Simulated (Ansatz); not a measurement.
GaO, doublet, geometry from GFN2-xTB (such geometries of metal compounds can be far from the true shape); Ansatz (a first-principles code) with R2SCAN/cc-pVTZ.

Here is a job for Ansatz.
Ansatz 0.2 input:
```yaml
crystal:
  periodic: [false, false, false]
  atoms:
    - {symbol: Ga, position_ang: [-0.00000000, -0.00000000, -0.33770072]}
    - {symbol: O, position_ang: [0.00000000, 0.00000000, 1.30859028]}
basis:
  gaussian:
    orbitals: cc-pVTZ
    final_grid: {core_spheres: 10, valence_spheres: 20, degree: 41}
hamiltonian:
  xc: r2scan
magnetization: {spin_polarized: true, initial_magnetization: 1}
```

The log (banner, timings and long lists left out):

```
Functional definition: r2SCAN
530 factors; their error is unknown
mean field evaluation 1: about -54410.8892 eV, gradient 5.7e1 eV
mean field evaluation 2: about -54214.3370 eV, gradient 1.4e2 eV
mean field evaluation 4: about -54419.4134 eV, gradient 3.2e1 eV
mean field evaluation 8: about -54423.9883 eV, gradient 5.5e-1 eV
mean field evaluation 16: about -54423.9763 eV, gradient 1.6e-3 eV
mean field evaluation 32: about -54423.7428 eV, gradient 6.9e0 eV
mean field -54423.97627244 eV, -2000.0442381162 hartree, gradient 2.1e-5 eV, S^2 0.761133; 4 other end points of the search recorded, 0 dependent functions left out
reference -54423.97628678 eV, -2000.0442386432 hartree; 20, 19 occupied and 53, 54 virtual orbitals, 530 factors
Total energy: -54423.97628678 eV, -2000.0442386432 hartree
```
